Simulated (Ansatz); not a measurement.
A structure relaxed at PBE-D4/def2-SVP in Ansatz, charge -1, doublet:

| atom | x (Å) | y (Å) | z (Å) |
| --- | --- | --- | --- |
| Cd1 | 1.0689 | 3.0328 | 2.4605 |
| Cd2 | -0.0641 | -6.0361 | 3.9373 |
| Cd3 | 1.0411 | 2.2955 | -4.4461 |
| Cd4 | 0.3025 | 0.3635 | 4.4191 |
| Cd5 | -1.1335 | -2.4698 | 3.0479 |
| Cd6 | -0.1578 | 1.8511 | -0.3284 |
| Cd7 | -0.9062 | 0.2939 | -6.0227 |
| Cd8 | -0.0718 | -0.8516 | -2.6346 |
| Te9 | -1.1961 | -0.8751 | -0.0256 |
| Te10 | 2.5165 | 1.9699 | 4.4798 |
| Te11 | -0.5491 | -4.6184 | 1.5198 |
| Te12 | -0.1649 | 2.7748 | -6.7965 |
| Te13 | 1.1192 | -0.2131 | 1.5512 |
| Te14 | -1.9181 | -0.9847 | 5.1483 |
| Te15 | 1.9701 | 1.1215 | -2.2340 |
| Te16 | -0.4868 | 4.3433 | 0.7004 |
| Te17 | -1.3697 | -1.9977 | -4.7766 |

(1) Give its formula.

(2) Summarise the bond lengths by kind (pairs closer than 1.2 times the sum of covalent radii, bridged metal pairs left out).

## Answers

(1) Cd₈Te₉⁻.

(2) 20 × Cd–Te 2.65 to 3.37 Å; 1 × Te–Te 2.88 Å.

In the def2 sets Cd, Te take a core potential; there is no spin–orbit coupling. Single mean-field runs in def2-SVP are fitted with def2-universal-jkfit. The structure comes from a short search, and lower isomers may exist.
